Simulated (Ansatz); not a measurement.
**Question.** Name a neutral molecule of F, O, Si, Sn and H with HOMO–LUMO gap (ωB97M-V/def2-TZVPP) between 11.70 and 12.00 eV and size of the dipole moment (PBE/def2-TZVPP) between 6.25 and 6.55 D (Ansatz, PBE0-D4/def2-TZVP geometry).

**Answer.** `O[Si](O)(O)[O][Sn]([F])([F])[O][Si](O)(O)O` (11.95 eV, 6.34 D). Other molecules can fit too; these were computed, each in one conformer that needn't be the lowest.
